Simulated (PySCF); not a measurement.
**Radial density of Ti²⁺ (titanium, charge +2)**

M06-L, [Ar] 3d2, high-spin 3F determinant. Computed with PySCF 2.14 in aug-cc-pwCVTZ-DK (10s9p7d4f3g, 127 functions), with scalar relativity by spin-free X2C-1e.

```json
{"r (bohr)": "0.00124", "4πr²ρ (e/bohr)": "0.1783", "4πr²(ρα − ρβ)": "0.0000"}
{"r (bohr)": "0.00209", "4πr²ρ (e/bohr)": "0.4559", "4πr²(ρα − ρβ)": "0.0000"}
{"r (bohr)": "0.00351", "4πr²ρ (e/bohr)": "1.141", "4πr²(ρα − ρβ)": "0.0000"}
{"r (bohr)": "0.00591", "4πr²ρ (e/bohr)": "2.755", "4πr²(ρα − ρβ)": "-0.0001"}
{"r (bohr)": "0.00994", "4πr²ρ (e/bohr)": "6.249", "4πr²(ρα − ρβ)": "-0.0003"}
{"r (bohr)": "0.0167", "4πr²ρ (e/bohr)": "12.69", "4πr²(ρα − ρβ)": "-0.0006"}
{"r (bohr)": "0.0281", "4πr²ρ (e/bohr)": "21.29", "4πr²(ρα − ρβ)": "-0.0012"}
{"r (bohr)": "0.0473", "4πr²ρ (e/bohr)": "26.17", "4πr²(ρα − ρβ)": "-0.0018"}
{"r (bohr)": "0.0795", "4πr²ρ (e/bohr)": "21.80", "4πr²(ρα − ρβ)": "-0.0029"}
{"r (bohr)": "0.134", "4πr²ρ (e/bohr)": "20.75", "4πr²(ρα − ρβ)": "-0.0010"}
{"r (bohr)": "0.225", "4πr²ρ (e/bohr)": "28.08", "4πr²(ρα − ρβ)": "0.0555"}
{"r (bohr)": "0.379", "4πr²ρ (e/bohr)": "15.77", "4πr²(ρα − ρβ)": "0.3628"}
{"r (bohr)": "0.637", "4πr²ρ (e/bohr)": "8.326", "4πr²(ρα − ρβ)": "1.0444"}
{"r (bohr)": "1.07", "4πr²ρ (e/bohr)": "9.245", "4πr²(ρα − ρβ)": "1.3446"}
{"r (bohr)": "1.80", "4πr²ρ (e/bohr)": "2.179", "4πr²(ρα − ρβ)": "0.7000"}
{"r (bohr)": "3.03", "4πr²ρ (e/bohr)": "0.1309", "4πr²(ρα − ρβ)": "0.1062"}
{"r (bohr)": "5.10", "4πr²ρ (e/bohr)": "0.002756", "4πr²(ρα − ρβ)": "0.0027"}
```

Densities and radii are taken from the X2C orbitals without a picture-change correction, which distorts them close to the nucleus.

Where is the radial spin density 4πr²(ρα − ρβ) most negative, and why is it negative at all?

Around r = 0.0795 bohr, down to -0.0029 e/bohr: exchange with the open shell polarises the paired shells in an unrestricted calculation.
